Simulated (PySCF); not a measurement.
**Polarisability of `CC#C/C=C/[CH+]C`**

Compound: C7H9 (charge +1).
Geometry (PBE0-D3(BJ)/def2-SVP, Å), atoms numbered from 1 in this order:
```xyz
16
C7H9 angstrom
C      4.8487    0.7620   -0.1430
C      3.4462    0.4665   -0.1426
C      2.2444    0.2112   -0.1289
C      0.9078   -0.1180   -0.1359
C     -0.1245    0.7171    0.3088
C     -1.4277    0.2753    0.2532
C     -2.6020    1.0325    0.6798
H      5.0362    1.8463   -0.1322
H      5.3503    0.2943   -1.0051
H      5.2962    0.3284    0.7706
H      0.6422   -1.1133   -0.5215
H      0.1121    1.7120    0.6969
H     -1.6042   -0.7331   -0.1463
H     -3.1573    0.4489    1.4385
H     -3.3108    1.1136   -0.1662
H     -2.3685    2.0303    1.0704
```

Level: B3LYP/def2-SVPD (PySCF), static field, nuclei fixed, core orbitals frozen in the response. The polarisability tensor in these axes (au):

```
x   210.45   0.79 -13.91
y     0.79  61.30   4.17
z   -13.91   4.17  54.19
```

**Question.** What are the eigenvalues, a third of the trace, and Δα (Δα² = ½Σ(αi − αj)² over the three pairs)?

**Answer.** Principal values 51.19, 63.06 and 211.68 au; mean 108.64 au = 16.10 Å³ = 17.91 × 10⁻⁴⁰ C²·m²/J; Δα = 154.89 au (143 % of the mean).

**Question.** Traceless (Buckingham) quadrupole moment about the centre of nuclear charge: eigenvalues?

**Answer.** -27.29, -19.74, 47.03 D·Å. The values depend on the origin, since the species is charged. The electronic extent ⟨r²⟩ about the same centre is 1437 bohr², a root-mean-square distance of 2.84 Å for the 50 electrons.

**Question.** What depolarisation ratio follows for Rayleigh scattering of linearly polarised light, taking the static tensor?

**Answer.** ρ = 3Δα²/(45ᾱ² + 4Δα²) = 71976.3/(531163 + 95968.4) = 0.115.

**Question.** Form Σ f/ω² (atomic units) for the 10 lowest TDDFT singlets, given as eV and f, and set it beside the mean polarisability, which is this sum over all singlets: 2.58, 0.0001; 4.03, 0.8330; 5.24, 0.0007; 5.73, 0.0559; 5.97, 0.0014; 6.43, 0.0001; 6.50, 0.0001; 6.85, 0.0031; 6.86, 0.3016; 6.88, 0.0022.

**Answer.** They add up to 44.19 au, 40.7 % of the 108.64 au; the largest single term is 38.04 au, from the state at 4.03 eV. Terms in order: 0.02, 38.04, 0.02, 1.26, 0.03, 0.00, 0.00, 0.05, 4.74, 0.03 au. Higher excitations give the rest. The strengths listed sum to 1.198.

The structure is a single PBE0-D3(BJ)/def2-SVP conformer in the gas phase; no vibrational or solvent corrections.

These values come from a run that also computed excited states and ΔSCF ions. On one thread of an Arm Neoverse N1, shared host with 64 logical CPUs at a one-minute load of 55, this took 3.5 min (with the writing of density and orbital grids) and 0.84 GiB of memory at its peak.
